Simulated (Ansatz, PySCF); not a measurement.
System: C5H5S, net charge 0, doublet state. It need not be the lowest isomer of its formula. 
Geometry from a B3LYP-D3(BJ)/def2-TZVP (Ansatz, an electronic-structure program) optimisation:
```
C
C 1 1.3700
H 2 1.0798 1 123.83
C 2 1.4103 3 125.61 1 -180.00
C 4 1.3410 2 117.98 3 180.00
H 5 1.0762 4 131.52 2 180.00
C 1 1.4946 2 128.01 3 0.00
H 7 1.0900 1 109.76 2 0.00
H 7 1.0922 8 107.98 1 121.95
H 7 1.0922 8 107.98 9 116.10
S 1 1.7352 2 110.95 3 -180.00
```
Charge 0, spin multiplicity 2.

Dipole moments at this geometry, in debye (magnitudes).

```csv
level,program,dipole (D)
HF/def2-TZVPD,PySCF,1.02
PBE/def2-TZVPD,Ansatz,1.23
BLYP/def2-TZVPD,Ansatz,1.21
revPBE/def2-TZVPD,Ansatz,(withheld)
B3LYP/def2-TZVPD,Ansatz,1.18
PBE0/def2-TZVPD,PySCF,1.19
BHLYP/def2-TZVPD,Ansatz,1.14
r2SCANh/def2-TZVPD,Ansatz,1.17
r2SCAN0/def2-TZVPD,Ansatz,1.16
CAM-B3LYP/def2-TZVPD,Ansatz,1.18
LC-wPBE/def2-TZVPD,Ansatz,1.17
wB97M-V/def2-TZVPD,Ansatz,1.19
wB97X-V/def2-TZVPD,Ansatz,(withheld)
```

What belongs in the gaps?


- revPBE/def2-TZVPD, dipole (D): 1.21
- wB97X-V/def2-TZVPD, dipole (D): 1.19
